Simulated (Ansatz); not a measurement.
BH3Se2, one more setting.

```yaml
crystal:
  periodic: [false, false, false]
  atoms:
    - {symbol: B, position_ang: [-0.355904, 0.212085, -0.679409]}
    - {symbol: Se, position_ang: [-0.219492, -1.741189, -0.104890]}
    - {symbol: Se, position_ang: [0.002868, 0.004075, 1.418866]}
    - {symbol: H, position_ang: [-1.459766, 0.635476, -0.829107]}
    - {symbol: H, position_ang: [0.603051, 0.676394, -1.214070]}
    - {symbol: H, position_ang: [1.471344, 0.149160, 1.362410]}
basis:
  gaussian: {orbitals: aug-pcseg-2, final_grid: {core_spheres: 5, valence_spheres: 4, degree: 11}}
hamiltonian: {xc: {name: r2SCAN0}}
scf: {lower_state_search: off}
output: {forces: true}
```

```sh
$ ansatz run in.yaml --threads 2 --pin off --events-out ev --progress --plain --max-ram 4352MiB
```

Shortened log:

```
Functional definition: r2SCAN0
1293 factors; their error is unknown
mean field evaluation 1: about -131420.6972 eV, gradient 3.5e1 eV
mean field evaluation 2: about -131418.7221 eV, gradient 4.2e1 eV
mean field evaluation 4: about -131424.5129 eV, gradient 2.0e0 eV
mean field evaluation 8: about -131425.3485 eV, gradient 1.3e-1 eV
mean field evaluation 16: about -131425.3486 eV, gradient 1.1e-2 eV
mean field -131425.34856986 eV, -4829.7924766416 hartree, gradient 6.1e-6 eV, S^2 0.000000; 0 other end points of the search recorded, 0 dependent functions left out
reference -131425.34858445 eV, -4829.7924771778 hartree; 38, 38 occupied and 195, 195 virtual orbitals, 1293 factors
Total energy: -131425.34858445 eV, -4829.7924771778 hartree
Atom 0 at    -0.355904     0.212085    -0.679409 Å, force    -0.053407     0.190948    -0.280878 eV/Å
Atom 1 at    -0.219492    -1.741189    -0.104890 Å, force     0.001063     0.190677     0.128816 eV/Å
Atom 2 at     0.002868     0.004075     1.418866 Å, force     0.202963    -0.166443    -0.050807 eV/Å
Atom 3 at    -1.459766     0.635476    -0.829107 Å, force     0.178911    -0.104439     0.056957 eV/Å
Atom 4 at     0.603051     0.676394    -1.214070 Å, force    -0.142183    -0.112866     0.126566 eV/Å
Atom 5 at     1.471344     0.149160     1.362410 Å, force    -0.187346     0.002123     0.019346 eV/Å
Dipole moment:     0.207254     0.129482     0.337684 e Å
Checks for a lower state left out: stability, starts, cluster_reference, orbital_swaps, neighbouring_geometries, increment
```

It took 7 s on 2 threads of an Arm Neoverse V2 on a shared host, with 0.67 GiB of host memory at the peak.
